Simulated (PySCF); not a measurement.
TiO2, SMILES [O]=[Ti]=[O], multiplicity 1. Atoms are numbered in the order given.

```xyz
3

Ti     0.0000     0.0000     0.3788
O      0.0000    -1.3553    -0.5208
O      0.0000     1.3553    -0.5208
```

Geometry optimised at ωB97X-D3(BJ)/def2-TZVP. The multiplicity is an assumed one; other spin states were not compared. The isomer is the one that the SMILES or the coordinates give; other isomers of the formula were not compared.

Vertical ionisation energy (IE) and electron affinity (EA) in eV. Rows of orbital energies are one-electron estimates. Where ΔSCF, EOM or ADC give a negative EA the extra electron is unbound and the value depends on the basis.

```
level                                           IE    EA
--------------------------------------------  ----  ----
−ε(HOMO), −ε(LUMO), ωB97X/def2-TZVPD (PySCF)     …     …
−ε(HOMO), −ε(LUMO), PBE/def2-TZVPD (PySCF)    5.80  3.50
```

### Question
Some entries are withheld; supply them. (The exact figures need the calculation; the answer reports its results.)

### Answer

- −ε(HOMO), −ε(LUMO), ωB97X/def2-TZVPD (PySCF), IE: 9.73
- −ε(HOMO), −ε(LUMO), ωB97X/def2-TZVPD (PySCF), EA: 0.84
